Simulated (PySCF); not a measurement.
H3Al, charge +1, doublet, geometry from GFN2-xTB (such geometries of metal compounds can be far from the true shape) (a state made from the parent by changing its charge; the spin is typed, not shown lowest), atoms displaced at random by about 0.08 Å a coordinate; DF-R2SCAN/6-31G, gradient run with PySCF.

PySCF was given this input:
```python
from pyscf import gto, scf, dft

mol = gto.Mole()
mol.atom = '''
    Al    0.11461056    0.01561365   -0.09098532
    H     0.63023920   -0.39177617    1.27022341
    H    -0.33028494    1.56454430   -0.32171966
    H    -0.31666199   -1.11858384   -1.24606933
'''
mol.basis = '6-31g'
mol.charge = 1
mol.spin = 1
mol.verbose = 4
mol.build()

mf = dft.UKS(mol)
mf.xc = 'r2scan'
mf = mf.density_fit(auxbasis='def2-universal-jkfit')
mf.kernel()
g = mf.nuc_grad_method()
grad = g.kernel()
```

Task: Predict the main parts of the log of this PySCF run.

Result: 
```
PySCF version 2.14.0

[INPUT] verbose = 4
[INPUT] num. atoms = 4
[INPUT] num. electrons = 15
[INPUT] charge = 1
[INPUT] spin (= nelec alpha-beta = 2S) = 1
[INPUT] symmetry False subgroup None
[INPUT] Mole.unit = angstrom
[INPUT] Symbol           X                Y                Z      unit          X                Y                Z       unit  Magmom
[INPUT]  1 Al     0.114610560000   0.015613650000  -0.090985320000 AA    0.216582569383   0.029505522305  -0.171937336156 Bohr   0.0
[INPUT]  2 H      0.630239200000  -0.391776170000   1.270223410000 AA    1.190979480965  -0.740349663431   2.400374361911 Bohr   0.0
[INPUT]  3 H     -0.330284940000   1.564544300000  -0.321719660000 AA   -0.624148079668   2.956560236749  -0.607962046288 Bohr   0.0
[INPUT]  4 H     -0.316661990000  -1.118583840000  -1.246069330000 AA   -0.598404435160  -2.113817104964  -2.354729765920 Bohr   0.0

nuclear repulsion = 13.4557143093369
number of shells = 13
number of NR pGTOs = 58
number of NR cGTOs = 19
basis = 6-31g
ecp = {}

******** <class 'pyscf.df.df_jk.DFUKS'> ********
method = DFUKS
initial guess = minao
damping factor = 0
level_shift factor = 0
DIIS = <class 'pyscf.scf.diis.CDIIS'>
diis_start_cycle = 1
diis_space = 8
diis_damp = 0
SCF conv_tol = 1e-09
SCF conv_tol_grad = None
SCF max_cycles = 50
direct_scf = False
number electrons alpha = 8  beta = 7
XC library pyscf.dft.libxc version 7.1.2
    S. Lehtola, C. Steigemann, M. J. T. Oliveira, and M. A. L. Marques,  SoftwareX 7, 1–5 (2018)
XC functionals = r2scan
    J. W. Furness, A. D. Kaplan, J. Ning, J. P. Perdew, and J. Sun,  J. Phys. Chem. Lett. 11, 8208–8215 (2020)
    J. W. Furness, A. D. Kaplan, J. Ning, J. P. Perdew, and J. Sun,  J. Phys. Chem. Lett. 11, 9248–9248 (2020)
    J. W. Furness, A. D. Kaplan, J. Ning, J. P. Perdew, and J. Sun,  J. Phys. Chem. Lett. 11, 8208–8215 (2020)
    J. W. Furness, A. D. Kaplan, J. Ning, J. P. Perdew, and J. Sun,  J. Phys. Chem. Lett. 11, 9248–9248 (2020)
radial grids:
    Treutler-Ahlrichs [JCP 102, 346 (1995); DOI:10.1063/1.469408] (M4) radial grids

becke partition: Becke, JCP 88, 2547 (1988); DOI:10.1063/1.454033
pruning grids: <function nwchem_prune>
grids dens level: 3
symmetrized grids: False
atomic radii adjust function: <function treutler_atomic_radii_adjust>
small_rho_cutoff = 0
Set gradient conv threshold to 3.16228e-05
tot grids = 48608
init E= -243.875579066455

cycle= 1 E= -243.689933341831  delta_E= 0.186  |g|= 0.142  |ddm|= 1.05
cycle= 2 E= -243.624338040746  delta_E= 0.0656  |g|= 0.229  |ddm|= 0.837
cycle= 3 E= -243.709215098352  delta_E= -0.0849  |g|= 0.0738  |ddm|= 0.77
cycle= 4 E= -243.71340197259  delta_E= -0.00419  |g|= 0.0469  |ddm|= 0.16
cycle= 5 E= -243.709035912392  delta_E= 0.00437  |g|= 0.0746  |ddm|= 0.337
cycle= 6 E= -243.716177428499  delta_E= -0.00714  |g|= 0.0224  |ddm|= 0.238
cycle= 7 E= -243.716892080297  delta_E= -0.000715  |g|= 0.00634  |ddm|= 0.0456
cycle= 8 E= -243.716958981915  delta_E= -6.69e-05  |g|= 0.00366  |ddm|= 0.0218
cycle= 9 E= -243.716963053275  delta_E= -4.07e-06  |g|= 0.00415  |ddm|= 0.0124
cycle= 10 E= -243.716966541465  delta_E= -3.49e-06  |g|= 0.00437  |ddm|= 0.00841
cycle= 11 E= -243.716966943245  delta_E= -4.02e-07  |g|= 0.00434  |ddm|= 0.000258
cycle= 12 E= -243.71696735644  delta_E= -4.13e-07  |g|= 0.00434  |ddm|= 0.000627
cycle= 13 E= -243.716993100325  delta_E= -2.57e-05  |g|= 0.0072  |ddm|= 0.113
cycle= 14 E= -243.716494460354  delta_E= 0.000499  |g|= 0.0119  |ddm|= 0.318
cycle= 15 E= -243.716218646381  delta_E= 0.000276  |g|= 0.0155  |ddm|= 0.0373
cycle= 16 E= -243.716840835291  delta_E= -0.000622  |g|= 0.00671  |ddm|= 0.139
cycle= 17 E= -243.716868959494  delta_E= -2.81e-05  |g|= 0.00634  |ddm|= 0.021
cycle= 18 E= -243.716901898155  delta_E= -3.29e-05  |g|= 0.00668  |ddm|= 0.0485
cycle= 19 E= -243.716899986828  delta_E= 1.91e-06  |g|= 0.00556  |ddm|= 0.0278
cycle= 20 E= -243.716923401066  delta_E= -2.34e-05  |g|= 0.00456  |ddm|= 0.0127
cycle= 21 E= -243.71691969922  delta_E= 3.7e-06  |g|= 0.00369  |ddm|= 0.018
cycle= 22 E= -243.716867925632  delta_E= 5.18e-05  |g|= 0.00502  |ddm|= 0.0371
cycle= 23 E= -243.716938422726  delta_E= -7.05e-05  |g|= 0.00342  |ddm|= 0.0573
cycle= 24 E= -243.716947000078  delta_E= -8.58e-06  |g|= 0.00331  |ddm|= 0.0103
cycle= 25 E= -243.716953714322  delta_E= -6.71e-06  |g|= 0.00345  |ddm|= 0.0114
cycle= 26 E= -243.716953933825  delta_E= -2.2e-07  |g|= 0.00345  |ddm|= 0.000296
cycle= 27 E= -243.7169368038  delta_E= 1.71e-05  |g|= 0.00358  |ddm|= 0.0221
cycle= 28 E= -243.716888434486  delta_E= 4.84e-05  |g|= 0.00506  |ddm|= 0.0373
cycle= 29 E= -243.716879276868  delta_E= 9.16e-06  |g|= 0.00535  |ddm|= 0.00519
cycle= 30 E= -243.716910028935  delta_E= -3.08e-05  |g|= 0.00454  |ddm|= 0.0218
cycle= 31 E= -243.716806644884  delta_E= 0.000103  |g|= 0.00731  |ddm|= 0.0547
cycle= 32 E= -243.716652146086  delta_E= 0.000154  |g|= 0.0108  |ddm|= 0.0395
cycle= 33 E= -243.716620103318  delta_E= 3.2e-05  |g|= 0.0113  |ddm|= 0.008
cycle= 34 E= -243.716957020459  delta_E= -0.000337  |g|= 0.00445  |ddm|= 0.164
cycle= 35 E= -243.716948921183  delta_E= 8.1e-06  |g|= 0.00414  |ddm|= 0.0166
cycle= 36 E= -243.716957380592  delta_E= -8.46e-06  |g|= 0.00595  |ddm|= 0.047
cycle= 37 E= -243.716934888861  delta_E= 2.25e-05  |g|= 0.00395  |ddm|= 0.07
cycle= 38 E= -243.716932711783  delta_E= 2.18e-06  |g|= 0.00413  |ddm|= 0.000663
cycle= 39 E= -243.716926269126  delta_E= 6.44e-06  |g|= 0.00415  |ddm|= 0.00837
cycle= 40 E= -243.716902312341  delta_E= 2.4e-05  |g|= 0.00472  |ddm|= 0.0209
cycle= 41 E= -243.716929133086  delta_E= -2.68e-05  |g|= 0.00423  |ddm|= 0.026
cycle= 42 E= -243.716955334604  delta_E= -2.62e-05  |g|= 0.00484  |ddm|= 0.0475
cycle= 43 E= -243.716945498202  delta_E= 9.84e-06  |g|= 0.00438  |ddm|= 0.0223
cycle= 44 E= -243.716935588218  delta_E= 9.91e-06  |g|= 0.00421  |ddm|= 0.0166
cycle= 45 E= -243.716951004155  delta_E= -1.54e-05  |g|= 0.00452  |ddm|= 0.0269
cycle= 46 E= -243.716951436186  delta_E= -4.32e-07  |g|= 0.0046  |ddm|= 0.00204
cycle= 47 E= -243.716953544006  delta_E= -2.11e-06  |g|= 0.00473  |ddm|= 0.00524
cycle= 48 E= -243.71695170866  delta_E= 1.84e-06  |g|= 0.00429  |ddm|= 0.0103
cycle= 49 E= -243.716966371464  delta_E= -1.47e-05  |g|= 0.00642  |ddm|= 0.0636
cycle= 50 E= -243.716944130167  delta_E= 2.22e-05  |g|= 0.00821  |ddm|= 0.0191
SCF not converged.
SCF energy = -243.716944130167 after 50 cycles  <S^2> = 0.78303938  2S+1 = 2.0327709

WARN: Ground state DFUKS not converged

******** <class 'pyscf.df.grad.uks.Gradients'> for <class 'pyscf.df.df_jk.DFUKS'> ********
unit = Eh/Bohr
grid_response = False
--------------- DFUKS gradients ---------------
         x                y                z
0 Al    -0.0074086631     0.0170215577    -0.0164197232
1 H    -0.0100241891     0.0042012576    -0.0179892188
2 H     0.0101794103    -0.0177209231     0.0169480677
3 H     0.0072246607    -0.0034737419     0.0172573052
----------------------------------------------
```

The run did not converge; its last values are not results.
